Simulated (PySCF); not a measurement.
C₅H₈O₃.
Bonds: C1–C2, C2–O3 (double), C2–C4, C4–O5, O5–C6, C6–C7, C7–O8, C4–O8. Hydrogens: H9, H10, H11 on C1; H12 on C4; H13, H14 on C6; H15, H16 on C7.

Structure optimised with GFN2-xTB, isolated species.

(1) What internal coordinates does the optimisation give?

## Answers

(1) 
```
                 bond  length (bohr)
                C1–C2          2.820
                C2=O3          2.267
                C2–C4          2.912
         C4–O5, C4–O8          2.653
         O5–C6, C7–O8          2.672
                C6–C7          2.922
C1–H9, C1–H10, C1–H11          2.055
               C4–H12          2.096
       C6–H13, C7–H15          2.072
       C6–H14, C7–H16          2.062
```

Bonds in one row agree within 0.02 bohr and their mean is given. A selection of angles:
```
   angle  degrees
C1–C2–O3    125.8
C1–C2–C4    113.3
O3–C2–C4    121.0
C2–C4–O5    110.1
O5–C4–O8    105.9
C4–O5–C6    106.0
O5–C6–C7    104.2
```

Torsions: C1–C2–C4–O5 -59° (synclinal); C2–C4–O5–C6 156° (antiperiplanar); C4–O5–C6–C7 -22° (synperiplanar); O5–C6–C7–O8 1° (synperiplanar); C6–C7–O8–C4 21° (synperiplanar); C2–C4–O8–C7 -155° (antiperiplanar).

Of the pairs four or more bonds apart, O8···H9 is among the closest relative to their van der Waals radii: 2.56 Å, 94 % of the sum of Bondi's values. The 5 C–O bonds span 1.199 Å (C2=O3, drawn double) to 1.414 Å (C7–O8, drawn single), a spread of 0.215 Å. O5 (cyclic ether oxygen) is bent (angle 106.0°). The 5-membered ring C4–O5–C6–C7–O8 has internal angles of 104.2° to 106.1°; it is puckered, 0.15 Å rms from its mean plane, widest ring torsion 37°. The C–C distances run from 1.492 Å (C1–C2, drawn single) to 1.546 Å (C6–C7, drawn single), a spread of 0.054 Å.

Point group: Cs (every atom within 0.08 Å of its image). GFN2-xTB frequencies: not computed here. The numbers are those of one conformer.
